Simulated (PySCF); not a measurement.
A GIAO shielding run with PySCF (density fitting, non-relativistic, gas phase) on SMILES C#C[C@@]1(CCl)C=C[SiH2]CC1, C$_{8}$H$_{11}$ClSi:

```
$ OMP_NUM_THREADS=1 python probes_run.py task.json out

{"job": {"kind": "nmr", "xc": "PBE0", "basis": "pcSseg-1"}, "charge": 0, "multiplicity": 1}
C      2.498765    -1.291494     0.558102
C      1.670878    -0.490290     0.234404
C      0.658046     0.476652    -0.178254
C      1.400481     1.786957    -0.484637
Cl     0.289341     3.018125    -1.140928
C      0.033407    -0.047812    -1.451759
C     -1.077945    -0.766836    -1.529153
Si    -2.079142    -1.272381    -0.024635
C     -1.047984    -0.575816     1.410359
C     -0.341561     0.702092     0.969151
H      3.219006    -1.996024     0.850640
H      1.845122     2.204738     0.419033
H      2.176754     1.628359    -1.234454
H      0.601356     0.192512    -2.344278
H     -1.407709    -1.080885    -2.510872
H     -2.195176    -2.732374     0.060087
H     -3.411597    -0.655048    -0.068866
H     -1.669148    -0.353450     2.278222
H     -0.298835    -1.299283     1.735252
H      0.206129     1.133183     1.813859
H     -1.079108     1.436017     0.638255
```

Hardware: 1 thread of an Arm Neoverse N1, shared host. The job also computes population analyses, field gradients, ring-centre shieldings.

(1) How large is the calculation?

(2) How long does it take, and how much memory does it need?

Results:

(1) 90 electrons, 239 basis functions and 1280 auxiliary functions.

(2) 110 s of wall time, with 15 SCF cycles and 5 response iterations; peak memory 1.1 GiB. Times on a shared host scatter by some tens of per cent.
